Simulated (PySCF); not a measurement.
CF3, SMILES F[C-](F)F, charge -1. Atoms are numbered in the order given.

```xyz
4

C      0.0000     0.0000    -0.5495
F      1.0932     0.6311     0.1221
F     -1.0932     0.6311     0.1221
F      0.0000    -1.2623     0.1221
```
Charge -1, spin multiplicity 1.

Geometry: ωB97X-D3(BJ)/def2-SVPD.

These are PBE/pcJ-1 (PySCF) values and carry that method's errors.

Isotropic couplings with Fermi-contact, spin-dipole and both spin-orbit terms, one fixed conformer, no vibrational averaging. Isotopes: 13C, 19F.

**Question.** Estimate the spin–spin coupling constants. (An estimate is asked for; the answer gives what the named calculation found.)

**Answer.** 
```csv
pair,bonds apart,J (Hz)
C1–F2,1,-588.8
C1–F3,1,-588.8
C1–F4,1,-588.8
F2–F3,2,46.3
F2–F4,2,46.3
F3–F4,2,46.3
```
